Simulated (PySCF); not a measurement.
Species: C14H14O2S.
Atom-mapped SMILES: `[CH3:1][S:2](=[O:3])(=[O:4])[c:5]1[cH:6][cH:7][c:8]([CH2:9][c:10]2[cH:11][cH:12][cH:13][cH:14][cH:15]2)[cH:16][cH:17]1` (hydrogens: H18, H19, H20 on C1; H21 on C6; H22 on C7; H23, H24 on C9; H25 on C11; H26 on C12; H27 on C13; H28 on C14; H29 on C15; H30 on C16; H31 on C17)

Structure used (PBE0-D3(BJ)/def2-SVP), in Å, numbered top down from 1:
```xyz
31
C14H14O2S angstrom
C      4.3881   -0.6973    0.9589
S      4.2505    0.6509   -0.2045
O      5.0712    0.3059   -1.3634
O      4.4693    1.8894    0.5394
C      2.5431    0.6064   -0.7100
C      2.1866   -0.1313   -1.8340
C      0.8492   -0.1613   -2.2228
C     -0.1246    0.5400   -1.5047
C     -1.5729    0.5117   -1.9245
C     -2.5037    0.0517   -0.8286
C     -2.3143   -1.1955   -0.2201
C     -3.1676   -1.6322    0.7886
C     -4.2252   -0.8255    1.2111
C     -4.4204    0.4183    0.6164
C     -3.5640    0.8522   -0.3961
C      0.2661    1.2835   -0.3818
C      1.5962    1.3286    0.0157
H      4.1441   -1.6389    0.4518
H      3.7221   -0.5114    1.8105
H      5.4386   -0.6925    1.2810
H      2.9587   -0.6570   -2.3998
H      0.5569   -0.7342   -3.1068
H     -1.6803   -0.1437   -2.8037
H     -1.8737    1.5198   -2.2531
H     -1.4814   -1.8278   -0.5406
H     -3.0066   -2.6093    1.2508
H     -4.8940   -1.1671    2.0044
H     -5.2440    1.0585    0.9417
H     -3.7229    1.8298   -0.8601
H     -0.4891    1.8339    0.1855
H      1.9164    1.9273    0.8712
```

Computed with PBE0-D3(BJ)/def2-SVP geometry optimisation, gas phase (PySCF).

Take the most abundant isotopes and a rigid rotor. The values belong to one conformer with, in the numbering `[CH3:1][S:2](=[O:3])(=[O:4])[c:5]1[cH:6][cH:7][c:8]([CH2:9][c:10]2[cH:11][cH:12][cH:13][cH:14][cH:15]2)[cH:16][cH:17]1`, C1–S2–C5–C6 -92°, C7–C8–C9–C10 124°, C8–C9–C10–C11 -57°.

Task: Give the principal moments of inertia and the rotational constants in MHz.

Result: Ia = 444.69, Ib = 2865.74, Ic = 2954.73 u·Å²; 505379 MHz·u·Å²/I gives A = 1136, B = 176.4, C = 171.0 MHz.

Task: Classify the top.

Result: A near-prolate asymmetric top. Ray's parameter κ = (2B − A − C)/(A − C) = -0.989; −1 is the prolate and +1 the oblate limit.

Task: Is it planar, by Δ = Ic − Ia − Ib?

Result: Not planar: Δ = Ic − Ia − Ib = -355.69 u·Å². For a rigid frame Δ = −2 Σ m c², so Σ m c² = 177.84 u·Å² lies off the ab plane: 32.04 from hydrogen and 145.80 from heavier atoms. The atom farthest from that plane is 2.06 Å away.

Task: Where do the levels up to J = 2 lie, in K?

Result: Above 0(0,0), as E/k:
J = 1: 1(0,1) 0.017, 1(1,1) 0.063, 1(1,0) 0.063
J = 2: 2(0,2) 0.050, 2(1,2) 0.096, 2(1,1) 0.097, 2(2,1) 0.235, 2(2,0) 0.235

Task: Which lines would a microwave search look for?

Result: The dipole components are |μa| = 4.73 D, |μb| = 1.31 D, |μc| = 2.02 D. The squared components, which scale the intensities, stand as 1.00 : 0.08 : 0.18 (a : b : c). Some lines, for components of 0.1 D or more:

```csv
type,branch,"J(Ka,Kc)",MHz,lower level (cm⁻¹)
a,R,"1(0,1) ← 0(0,0)",347,0.000
a,R,"2(1,2) ← 1(1,1)",689,0.044
a,R,"2(0,2) ← 1(0,1)",695,0.012
a,R,"2(1,1) ← 1(1,0)",700,0.044
c,Q,"2(1,2) ← 2(0,2)",955,0.035
c,Q,"1(1,1) ← 1(0,1)",960,0.012
b,Q,"1(1,0) ← 1(0,1)",965,0.012
b,Q,"2(1,1) ← 2(0,2)",971,0.035
b,R,"1(1,1) ← 0(0,0)",1308,0.000
c,R,"1(1,0) ← 0(0,0)",1313,0.000
b,R,"2(1,2) ← 1(0,1)",1650,0.012
c,R,"2(1,1) ← 1(0,1)",1666,0.012
c,Q,"2(2,1) ← 2(1,1)",2880,0.067
b,Q,"2(2,0) ← 2(1,1)",2880,0.067
b,Q,"2(2,1) ← 2(1,2)",2896,0.067
b,R,"2(2,1) ← 1(1,0)",3580,0.044
c,R,"2(2,0) ← 1(1,0)",3581,0.044
c,R,"2(2,1) ← 1(1,1)",3586,0.044
b,R,"2(2,0) ← 1(1,1)",3586,0.044
```

Task: Estimate the classical rotational partition function at 10 K, 25 K and 500 K.

Result: Point group C1, symmetry number σ = 1; q = (√π/σ)·√((kT/h)³/(ABC)), k/h = 20836.6 MHz/K: 28800 at 10 K, 114000 at 25 K, 10200000 at 500 K.

Whether it is a minimum is left open (no frequencies). These are rigid-rotor constants of the computed structure; measured ground-state constants (B0) also hold zero-point vibration. A rigid rotor knows nothing of internal rotation, which can split or shift real lines.

On Intel Xeon at 2.70 GHz, one thread (shared host), this took 32 min of wall time and 1.8 GiB of memory at its peak. This is the geometry optimisation.
